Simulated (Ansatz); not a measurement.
A short molecular-dynamics run on C₂H₆BCl₂N, SMILES `CN(C)B(Cl)Cl`.

```yaml
crystal:
  periodic: [false, false, false]
  atoms:
    - {symbol: C, position_ang: [-1.271289, -0.447161, 0.237655]}
    - {symbol: N, position_ang: [0.025052, 0.125611, -0.056696]}
    - {symbol: C, position_ang: [1.113455, -0.754504, 0.312063]}
    - {symbol: B, position_ang: [0.204279, 1.377925, -0.627995]}
    - {symbol: Cl, position_ang: [1.815343, 2.025360, -0.964329]}
    - {symbol: Cl, position_ang: [-1.166478, 2.409561, -1.057612]}
    - {symbol: H, position_ang: [-1.400747, -1.389748, -0.304735]}
    - {symbol: H, position_ang: [-1.356759, -0.660271, 1.308492]}
    - {symbol: H, position_ang: [-2.067387, 0.234445, -0.048851]}
    - {symbol: H, position_ang: [1.031951, -1.704006, -0.227574]}
    - {symbol: H, position_ang: [1.077360, -0.972546, 1.384714]}
    - {symbol: H, position_ang: [2.072221, -0.299765, 0.078766]}
basis:
  gaussian: {orbitals: def2-SVP}
hamiltonian: {xc: {name: revPBE}, dispersion: d3bjatm}
md: {timestep: 1 fs, n_steps: 20, ensemble: nvt_nose_hoover, temperature: 300, initial_velocities: maxwell_boltzmann, seed: 86}
```

```sh
$ ansatz run in.yaml --threads 4 --pin off --events-out ev --progress --plain --max-ram 11315MiB
```

```tsv
step	time (fs)	potential energy (eV)	kinetic (eV)	T (K)	conserved (eV)
0	0.0	-29370.6890	0.3878	300	-29370.3012
1	1.0	-29370.6265	0.3297	255	-29370.2968
2	2.0	-29370.5778	0.2827	219	-29370.2951
3	3.0	-29370.5673	0.2689	208	-29370.2984
4	4.0	-29370.5499	0.2494	193	-29370.3006
5	5.0	-29370.4924	0.1941	150	-29370.2984
6	6.0	-29370.4247	0.1303	101	-29370.2946
7	7.0	-29370.4026	0.1099	85	-29370.2930
8	8.0	-29370.4512	0.1567	121	-29370.2948
9	9.0	-29370.5421	0.2436	188	-29370.2990
10	10.0	-29370.6125	0.3111	241	-29370.3021
11	11.0	-29370.6184	0.3188	247	-29370.3006
12	12.0	-29370.5837	0.2888	223	-29370.2961
13	13.0	-29370.5714	0.2773	215	-29370.2955
14	14.0	-29370.5900	0.2923	226	-29370.2994
15	15.0	-29370.5844	0.2851	221	-29370.3013
16	16.0	-29370.5257	0.2293	177	-29370.2987
17	17.0	-29370.4497	0.1574	122	-29370.2949
18	18.0	-29370.4138	0.1233	95	-29370.2932
19	19.0	-29370.4438	0.1518	117	-29370.2949
20	20.0	-29370.5135	0.2179	169	-29370.2988
```

Velocities are drawn at the set temperature; a run this short doesn't reach equilibrium.

Frames (Å, forces in eV/Å):

```xyz
12
time=0.0 fs
C    -1.271   -0.447    0.238    0.079    0.069   -0.033
N     0.025    0.126   -0.057   -0.050   -0.352    0.161
C     1.113   -0.755    0.312   -0.057    0.086   -0.038
B     0.204    1.378   -0.628    0.063    0.442   -0.202
Cl    1.815    2.025   -0.964    0.485    0.171   -0.091
Cl   -1.166    2.410   -1.058   -0.420    0.288   -0.119
H    -1.401   -1.390   -0.305   -0.105   -0.499   -0.260
H    -1.357   -0.660    1.308   -0.083   -0.133    0.550
H    -2.067    0.234   -0.049   -0.430    0.353   -0.148
H     1.032   -1.704   -0.228   -0.010   -0.511   -0.256
H     1.077   -0.973    1.385    0.013   -0.144    0.554
H     2.072   -0.300    0.079    0.513    0.231   -0.119
12
time=1.0 fs
C    -1.275   -0.447    0.238    0.905   -0.324    0.167
N     0.029    0.123   -0.050   -0.364    0.088    0.017
C     1.110   -0.754    0.308   -0.510   -0.154    0.178
B     0.210    1.376   -0.632   -0.146    0.279   -0.062
Cl    1.813    2.027   -0.965    0.621    0.192   -0.119
Cl   -1.164    2.410   -1.058   -0.396    0.242   -0.113
H    -1.386   -1.389   -0.299   -0.223   -0.594   -0.487
H    -1.358   -0.698    1.297   -0.063   -0.027    0.710
H    -2.050    0.235   -0.031   -1.021    0.772   -0.358
H     1.002   -1.699   -0.229    0.139   -0.632   -0.277
H     1.081   -0.958    1.378   -0.055   -0.299    0.772
H     2.058   -0.304    0.104    1.113    0.457   -0.427
12
time=2.0 fs
C    -1.279   -0.447    0.238    1.314   -0.680    0.353
N     0.033    0.121   -0.044   -0.671    0.510   -0.127
C     1.107   -0.754    0.305   -0.577   -0.447    0.420
B     0.216    1.374   -0.637   -0.351    0.124    0.074
Cl    1.810    2.029   -0.965    0.752    0.217   -0.149
Cl   -1.162    2.410   -1.059   -0.369    0.200   -0.108
H    -1.374   -1.394   -0.298   -0.310   -0.469   -0.578
H    -1.360   -0.736    1.293   -0.031    0.129    0.611
H    -2.042    0.243   -0.016   -1.241    0.883   -0.428
H     0.974   -1.699   -0.233    0.300   -0.554   -0.186
H     1.085   -0.945    1.379   -0.108   -0.398    0.729
H     2.053   -0.303    0.126    1.294    0.486   -0.612
12
time=3.0 fs
C    -1.281   -0.448    0.238    1.181   -0.829    0.437
N     0.036    0.119   -0.038   -0.954    0.873   -0.263
C     1.102   -0.754    0.302   -0.150   -0.671    0.690
B     0.221    1.372   -0.641   -0.545   -0.003    0.199
Cl    1.808    2.031   -0.966    0.873    0.243   -0.178
Cl   -1.160    2.410   -1.059   -0.340    0.162   -0.105
H    -1.364   -1.403   -0.302   -0.366   -0.163   -0.533
H    -1.362   -0.773    1.294    0.008    0.326    0.324
H    -2.046    0.259   -0.005   -0.969    0.564   -0.331
H     0.948   -1.705   -0.239    0.461   -0.332   -0.021
H     1.087   -0.937    1.387   -0.140   -0.440    0.446
H     2.062   -0.298    0.142    0.941    0.271   -0.664
12
time=4.0 fs
C    -1.283   -0.449    0.239    0.698   -0.782    0.414
N     0.039    0.118   -0.032   -1.193    1.147   -0.382
C     1.098   -0.755    0.299    0.569   -0.802    0.970
B     0.226    1.370   -0.645   -0.720   -0.096    0.306
Cl    1.805    2.033   -0.966    0.979    0.268   -0.206
Cl   -1.158    2.411   -1.060   -0.311    0.129   -0.104
H    -1.359   -1.414   -0.312   -0.394    0.217   -0.403
H    -1.364   -0.807    1.298    0.046    0.526   -0.019
H    -2.059    0.281    0.002   -0.386   -0.027   -0.144
H     0.927   -1.714   -0.245    0.598   -0.059    0.158
H     1.088   -0.933    1.399   -0.150   -0.438    0.039
H     2.079   -0.291    0.151    0.264   -0.083   -0.629
12
time=5.0 fs
C    -1.284   -0.451    0.240    0.165   -0.654    0.326
N     0.041    0.117   -0.026   -1.368    1.314   -0.476
C     1.094   -0.757    0.297    1.266   -0.870    1.215
B     0.230    1.368   -0.649   -0.870   -0.153    0.394
Cl    1.804    2.035   -0.967    1.068    0.286   -0.229
Cl   -1.157    2.411   -1.060   -0.286    0.100   -0.105
H    -1.356   -1.423   -0.325   -0.400    0.558   -0.246
H    -1.366   -0.835    1.303    0.077    0.687   -0.305
H    -2.076    0.302    0.008    0.215   -0.617    0.035
H     0.912   -1.724   -0.249    0.692    0.180    0.299
H     1.088   -0.933    1.411   -0.140   -0.411   -0.349
H     2.099   -0.284    0.154   -0.419   -0.420   -0.560
12
time=6.0 fs
C    -1.284   -0.453    0.242   -0.224   -0.517    0.201
N     0.042    0.118   -0.021   -1.461    1.363   -0.539
C     1.091   -0.759    0.296    1.737   -0.889    1.376
B     0.233    1.366   -0.652   -0.991   -0.176    0.462
Cl    1.802    2.037   -0.967    1.138    0.295   -0.246
Cl   -1.155    2.411   -1.061   -0.267    0.075   -0.106
H    -1.358   -1.426   -0.341   -0.388    0.785   -0.107
H    -1.367   -0.857    1.304    0.096    0.776   -0.465
H    -2.091    0.318    0.015    0.646   -1.026    0.156
H     0.903   -1.732   -0.251    0.729    0.331    0.369
H     1.086   -0.937    1.421   -0.115   -0.373   -0.617
H     2.115   -0.281    0.152   -0.901   -0.644   -0.484
12
time=7.0 fs
C    -1.285   -0.456    0.243   -0.400   -0.383    0.046
N     0.042    0.119   -0.015   -1.463    1.294   -0.570
C     1.090   -0.761    0.297    1.910   -0.851    1.422
B     0.236    1.364   -0.655   -1.078   -0.169    0.512
Cl    1.801    2.039   -0.968    1.187    0.292   -0.257
Cl   -1.153    2.412   -1.061   -0.258    0.052   -0.108
H    -1.364   -1.422   -0.358   -0.363    0.864   -0.014
H    -1.367   -0.872    1.301    0.101    0.775   -0.470
H    -2.100    0.324    0.023    0.841   -1.188    0.206
H     0.902   -1.737   -0.249    0.707    0.368    0.358
H     1.084   -0.945    1.424   -0.080   -0.331   -0.715
H     2.122   -0.285    0.146   -1.104   -0.722   -0.411
12
time=8.0 fs
C    -1.286   -0.459    0.245   -0.348   -0.250   -0.131
N     0.041    0.121   -0.011   -1.378    1.114   -0.566
C     1.090   -0.765    0.298    1.772   -0.751    1.342
B     0.237    1.362   -0.658   -1.129   -0.135    0.544
Cl    1.800    2.042   -0.969    1.213    0.276   -0.261
Cl   -1.152    2.412   -1.062   -0.259    0.032   -0.111
H    -1.372   -1.410   -0.375   -0.327    0.786    0.017
H    -1.366   -0.879    1.293    0.093    0.678   -0.317
H    -2.100    0.318    0.033    0.789   -1.094    0.193
H     0.907   -1.738   -0.243    0.625    0.288    0.264
H     1.080   -0.955    1.420   -0.037   -0.292   -0.626
H     2.119   -0.295    0.135   -1.014   -0.654   -0.348
12
time=9.0 fs
C    -1.288   -0.463    0.246   -0.068   -0.141   -0.311
N     0.039    0.124   -0.006   -1.216    0.836   -0.532
C     1.092   -0.769    0.301    1.336   -0.607    1.149
B     0.238    1.359   -0.660   -1.139   -0.072    0.557
Cl    1.799    2.044   -0.970    1.213    0.247   -0.257
Cl   -1.150    2.413   -1.063   -0.270    0.016   -0.115
H    -1.385   -1.390   -0.391   -0.284    0.567   -0.015
H    -1.364   -0.880    1.283    0.073    0.492   -0.031
H    -2.093    0.302    0.045    0.489   -0.743    0.121
H     0.918   -1.737   -0.235    0.491    0.106    0.102
H     1.076   -0.969    1.410    0.011   -0.258   -0.363
H     2.106   -0.312    0.121   -0.637   -0.443   -0.305
12
time=10.0 fs
C    -1.290   -0.466    0.248    0.412   -0.099   -0.451
N     0.036    0.128   -0.003   -0.997    0.478   -0.471
C     1.094   -0.774    0.304    0.652   -0.453    0.875
B     0.237    1.357   -0.662   -1.106    0.018    0.550
Cl    1.799    2.047   -0.971    1.187    0.205   -0.247
Cl   -1.149    2.413   -1.063   -0.291    0.004   -0.120
H    -1.399   -1.365   -0.408   -0.235    0.244   -0.098
H    -1.362   -0.876    1.272    0.048    0.248    0.320
H    -2.082    0.279    0.058   -0.029   -0.165    0.007
H     0.933   -1.734   -0.226    0.317   -0.134   -0.099
H     1.072   -0.985    1.397    0.062   -0.230    0.027
H     2.086   -0.332    0.104   -0.022   -0.115   -0.291
12
time=11.0 fs
C    -1.291   -0.470    0.249    0.967   -0.128   -0.509
N     0.033    0.132    0.001   -0.742    0.065   -0.389
C     1.098   -0.779    0.308   -0.124   -0.320    0.565
B     0.236    1.354   -0.663   -1.031    0.137    0.524
Cl    1.799    2.049   -0.972    1.134    0.153   -0.232
Cl   -1.147    2.413   -1.064   -0.318   -0.002   -0.126
H    -1.416   -1.338   -0.426   -0.179   -0.116   -0.197
H    -1.359   -0.870    1.264    0.027   -0.005    0.622
H    -2.071    0.254    0.071   -0.645    0.520   -0.115
H     0.952   -1.733   -0.218    0.123   -0.358   -0.292
H     1.069   -1.003    1.385    0.113   -0.200    0.444
H     2.067   -0.354    0.085    0.674    0.254   -0.296
12
time=12.0 fs
C    -1.291   -0.473    0.249    1.328   -0.132   -0.474
N     0.029    0.136    0.004   -0.473   -0.373   -0.293
C     1.101   -0.784    0.313   -0.708   -0.205    0.257
B     0.233    1.352   -0.664   -0.916    0.279    0.479
Cl    1.799    2.052   -0.973    1.055    0.092   -0.211
Cl   -1.146    2.414   -1.065   -0.349   -0.003   -0.134
H    -1.435   -1.311   -0.446   -0.112   -0.418   -0.252
H    -1.356   -0.863    1.262    0.013   -0.203    0.745
H    -2.065    0.234    0.083   -1.098    1.056   -0.183
H     0.972   -1.735   -0.213   -0.065   -0.478   -0.419
H     1.067   -1.023    1.376    0.165   -0.148    0.749
H     2.054   -0.374    0.062    1.160    0.532   -0.264
12
time=13.0 fs
C    -1.291   -0.477    0.249    1.205    0.028   -0.386
N     0.025    0.140    0.008   -0.202   -0.802   -0.191
C     1.103   -0.789    0.317   -0.841   -0.097   -0.037
B     0.230    1.350   -0.664   -0.768    0.434    0.422
Cl    1.800    2.054   -0.974    0.953    0.027   -0.187
Cl   -1.145    2.414   -1.066   -0.382    0.003   -0.143
H    -1.455   -1.289   -0.468   -0.029   -0.579   -0.203
H    -1.352   -0.859    1.267    0.010   -0.307    0.616
H    -2.071    0.225    0.093   -1.109    1.179   -0.148
H     0.991   -1.742   -0.212   -0.224   -0.434   -0.438
H     1.066   -1.045    1.375    0.216   -0.055    0.816
H     2.052   -0.388    0.037    1.172    0.603   -0.122
12
time=14.0 fs
C    -1.289   -0.481    0.249    0.570    0.355   -0.294
N     0.020    0.143    0.011    0.060   -1.189   -0.090
C     1.105   -0.795    0.322   -0.522   -0.017   -0.307
B     0.226    1.348   -0.664   -0.596    0.585    0.362
Cl    1.800    2.057   -0.975    0.835   -0.040   -0.160
Cl   -1.144    2.415   -1.067   -0.417    0.014   -0.154
H    -1.475   -1.272   -0.492    0.073   -0.569   -0.025
H    -1.349   -0.858    1.278    0.013   -0.319    0.273
H    -2.087    0.226    0.102   -0.646    0.857   -0.027
H     1.008   -1.753   -0.215   -0.345   -0.229   -0.346
H     1.068   -1.067    1.381    0.259    0.086    0.618
H     2.062   -0.397    0.011    0.717    0.468    0.150
12
time=15.0 fs
C    -1.287   -0.484    0.249   -0.303    0.699   -0.217
N     0.016    0.145    0.014    0.309   -1.504   -0.002
C     1.106   -0.800    0.327   -0.004    0.002   -0.525
B     0.222    1.347   -0.663   -0.410    0.708    0.308
Cl    1.802    2.059   -0.976    0.707   -0.108   -0.131
Cl   -1.143    2.415   -1.067   -0.453    0.031   -0.166
H    -1.494   -1.260   -0.516    0.187   -0.430    0.244
H    -1.345   -0.859    1.292    0.015   -0.277   -0.161
H    -2.109    0.236    0.110    0.036    0.320    0.109
H     1.022   -1.766   -0.222   -0.427    0.065   -0.180
H     1.072   -1.088    1.393    0.285    0.254    0.240
H     2.078   -0.401   -0.014    0.058    0.241    0.479
12
time=16.0 fs
C    -1.285   -0.487    0.248   -1.098    0.933   -0.156
N     0.011    0.146    0.017    0.539   -1.721    0.060
C     1.108   -0.806    0.331    0.450   -0.028   -0.675
B     0.217    1.346   -0.662   -0.219    0.783    0.274
Cl    1.803    2.062   -0.977    0.577   -0.174   -0.100
Cl   -1.142    2.416   -1.068   -0.493    0.052   -0.177
H    -1.512   -1.253   -0.538    0.297   -0.244    0.526
H    -1.342   -0.864    1.304    0.012   -0.223   -0.549
H    -2.131    0.249    0.120    0.648   -0.178    0.205
H     1.032   -1.779   -0.230   -0.475    0.352    0.004
H     1.079   -1.107    1.408    0.286    0.414   -0.175
H     2.095   -0.403   -0.034   -0.523    0.034    0.764
12
time=17.0 fs
C    -1.284   -0.490    0.247   -1.636    1.035   -0.110
N     0.008    0.147    0.020    0.748   -1.825    0.087
C     1.110   -0.811    0.334    0.700   -0.051   -0.762
B     0.212    1.346   -0.662   -0.031    0.792    0.268
Cl    1.804    2.064   -0.979    0.449   -0.238   -0.069
Cl   -1.141    2.416   -1.069   -0.537    0.077   -0.188
H    -1.527   -1.248   -0.555    0.381   -0.086    0.740
H    -1.338   -0.870    1.311    0.003   -0.187   -0.799
H    -2.147    0.260    0.131    1.039   -0.507    0.241
H     1.038   -1.788   -0.238   -0.496    0.553    0.155
H     1.088   -1.122    1.421    0.262    0.531   -0.506
H     2.107   -0.405   -0.047   -0.882   -0.094    0.941
12
time=18.0 fs
C    -1.285   -0.491    0.246   -1.858    1.036   -0.078
N     0.004    0.145    0.023    0.932   -1.810    0.074
C     1.112   -0.817    0.337    0.705   -0.021   -0.800
B     0.207    1.347   -0.660    0.148    0.726    0.296
Cl    1.806    2.067   -0.980    0.329   -0.297   -0.037
Cl   -1.141    2.417   -1.070   -0.587    0.103   -0.197
H    -1.538   -1.243   -0.565    0.423   -0.001    0.834
H    -1.334   -0.878    1.310   -0.014   -0.185   -0.865
H    -2.152    0.266    0.145    1.172   -0.632    0.225
H     1.038   -1.792   -0.244   -0.491    0.624    0.244
H     1.100   -1.132    1.429    0.215    0.584   -0.679
H     2.110   -0.407   -0.051   -0.974   -0.127    0.984
12
time=19.0 fs
C    -1.287   -0.491    0.246   -1.754    0.956   -0.058
N     0.002    0.143    0.026    1.085   -1.682    0.022
C     1.115   -0.822    0.340    0.461    0.084   -0.798
B     0.202    1.349   -0.659    0.315    0.588    0.355
Cl    1.808    2.069   -0.981    0.219   -0.352   -0.005
Cl   -1.140    2.417   -1.071   -0.641    0.131   -0.204
H    -1.545   -1.239   -0.567    0.413   -0.006    0.784
H    -1.330   -0.888    1.301   -0.034   -0.223   -0.742
H    -2.147    0.266    0.161    1.044   -0.550    0.171
H     1.034   -1.790   -0.249   -0.463    0.552    0.254
H     1.114   -1.136    1.430    0.152    0.564   -0.667
H     2.104   -0.411   -0.045   -0.796   -0.062    0.887
12
time=20.0 fs
C    -1.290   -0.491    0.245   -1.328    0.789   -0.041
N     0.000    0.139    0.029    1.204   -1.458   -0.059
C     1.118   -0.828    0.341   -0.023    0.250   -0.760
B     0.197    1.351   -0.657    0.466    0.393    0.438
Cl    1.809    2.072   -0.982    0.119   -0.401    0.027
Cl   -1.140    2.418   -1.073   -0.695    0.157   -0.208
H    -1.548   -1.235   -0.562    0.349   -0.096    0.593
H    -1.327   -0.900    1.285   -0.054   -0.297   -0.454
H    -2.131    0.261    0.179    0.662   -0.259    0.091
H     1.025   -1.782   -0.250   -0.415    0.348    0.186
H     1.130   -1.135    1.426    0.076    0.474   -0.469
H     2.091   -0.415   -0.031   -0.362    0.100    0.656
```

It took 32 s on 4 threads of an Arm Neoverse V2 on a shared host, with 0.17 GiB of host memory at the peak.
